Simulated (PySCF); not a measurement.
C4H7ClSi.
SMILES: `C1=C(C[SiH2]C1)Cl`

The closed-shell SCF was solved with PySCF and density fitting under several settings on one GFN2-xTB geometry (grid level 2 and gas phase unless stated).

```tsv
settings	basis functions	SCF cycles	E (Eh)	HOMO (eV)	LUMO (eV)	dipole (D)
PBE0/pcSseg-1	151	14	-905.8050	-6.99	0.31	1.91
PBE0/def2-SVPD	187	14	-905.5246	-7.03	0.15	1.85
```

Task: Estimate the rows for these settings: (1) LC-wPBE/def2-SVP, start guess sap, fitting basis def2-universal-jkfit; (2) PBE0/3-21G.

Result: 
```tsv
settings	basis functions	SCF cycles	E (Eh)	HOMO (eV)	LUMO (eV)	dipole (D)
LC-wPBE/def2-SVP, start guess sap, fitting basis def2-universal-jkfit	127	16	-905.6459	-9.52	2.81	1.78
PBE0/3-21G	76	12	-901.2463	-6.90	0.69	2.06
```

Task: Over all rows, what range does the HOMO–LUMO gap span?

Result: From 7.18 eV (PBE0/def2-SVPD) to 12.33 eV (LC-wPBE/def2-SVP, start guess sap, fitting basis def2-universal-jkfit). The functional of the narrowest has 25 % exact exchange, that of the widest range-separated exact exchange.

Task: And the dipole moment?

Result: From 1.78 D (LC-wPBE/def2-SVP, start guess sap, fitting basis def2-universal-jkfit) to 2.06 D (PBE0/3-21G); the largest is 1.16 times the smallest, and the median is 1.88 D.

Task: Compare two rows with the functional PBE0: PBE0/3-21G and PBE0/def2-SVPD. Which energy is lower, and by how much?

Result: PBE0/def2-SVPD (187 functions) lies 4.2783 Eh or 2685 kcal/mol below PBE0/3-21G (76 functions).

Whole jobs, the steps after the SCF included, on Arm Neoverse V2, one thread, no GPU (shared host):

| settings | work after the SCF | wall time |
| --- | --- | --- |
| PBE0/pcSseg-1 | shieldings, ring-centre shieldings, charges and field gradients | 25 s |
| PBE0/def2-SVPD | 6 singlets by full TDDFT, 2 Tamm–Dancoff triplets, polarisability | 36 s |
| LC-wPBE/def2-SVP, start guess sap, fitting basis def2-universal-jkfit | 3 singlets by full TDDFT, 5 Tamm–Dancoff triplets, polarisability | 24 s |
| PBE0/3-21G | shieldings, ring-centre shieldings | 5.1 s |

Cycle counts include a coarse-grid stage where the run had one.
